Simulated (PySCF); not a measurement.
## Relaxation of triplet TiF(OH)

These are results of UPBE0 in PySCF with Ti def2-TZVP, F def2-TZVP, O def2-TZVP, H def2-TZVP; no relativity; density-fitted integrals, not measurements. A (50,194) grid was used.

A hand-made bent (heavy-atom frame) start, with no symmetry imposed:

```xyz
4
charge 0 multiplicity 3, angstrom
Ti   -0.0345   -0.0088   -0.4950
F     1.6038   -0.0088    0.6522
O    -1.6646   -0.0088    0.6464
H    -2.1701    0.7266    1.0004
```

Optimiser trace:
```
step  E − E(last) (kJ/mol)  largest gradient (Eh/bohr)
   0                 99.47                     0.08093
   1                 37.61                     0.04565
   2                 21.15                     0.03273
   3                 12.44                     0.01224
   4                 10.48                     0.00896
   5                  7.05                     0.01015
   6                  4.25                     0.00748
   7                  3.03                     0.01972
   8                  1.60                     0.00624
   9                  0.96                     0.00393
  10                  0.29                     0.00623
  11                  0.07                     0.00076
  12                  0.04                     0.00090
  13                  0.03                     0.00052
  14                  0.01                     0.00044
  15                  0.00                     0.00023
  16                  0.00                     0.00020
```

It ends at Cs with O–H 0.953 Å, Ti–F 1.808 Å, Ti–O 1.800 Å; F–Ti–O 150.3°, H–O–Ti 161.3° (after a last refinement on a finer grid). A frequency run shows a minimum. Other isomers or separated fragments may lie lower.

Other spin states or occupations of the open shell can lie lower.

The relaxation took 56 s on 4 threads of a shared Arm Neoverse V1 host, with 113 basis functions and 17 gradients; the process peaked at 0.66 GiB.
